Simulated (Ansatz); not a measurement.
Stepwise reaction of `FB(F)S` with hydrogen chloride, as a gas-phase model of exchange steps in deposition or etching. ΔE in kJ/mol; ΔG adds harmonic PBE0-D4 terms to CCSD(T)/CBS, at 1 bar.

Computed with Ansatz on PBE0-D4/def2-TZVP structures; ΔE is electronic, products minus reactants. CBS: MP2 limit from def2 TZ/QZ plus the TZ coupled-cluster correction, frozen cores. This one scheme is used for every species. Functionals use def2-TZVPP. B3LYP here is the variant with VWN-RPA as its local correlation; programs differ in this. One conformer a species, not always the lowest.

| step | reaction | PBE-D4 | B3LYP-D4 | ωB97M-V | CCSD(T)/CBS | ΔG(600 K) |
| --- | --- | --- | --- | --- | --- | --- |
| 1 | `FB(F)S` + HCl → `FB(S)Cl` + H–F | 51.9 | 61.6 | 61.1 | 55.6 | 59.7 |
| 2 | `FB(S)Cl` + HCl → `SB(Cl)Cl` + H–F | 46.8 | 56.0 | 55.8 | 47.3 | 52.3 |

Q: By hand: ΔE of the 2 steps together at CCSD(T)/CBS.

A: (55.6) + (47.3) = 102.9 kJ/mol, or 51.5 kJ/mol a step.

In ΔE each step is lower than the one before. All are uphill at CCSD(T)/CBS. ΔG lies between 52.3 and 59.7 kJ/mol a step. PBE-D4 differs from CCSD(T)/CBS by -3.7 to -0.5 kJ/mol a step. Isolated molecules leave out the surface, adducts and barriers. Largest T1 diagnostic: 0.013.
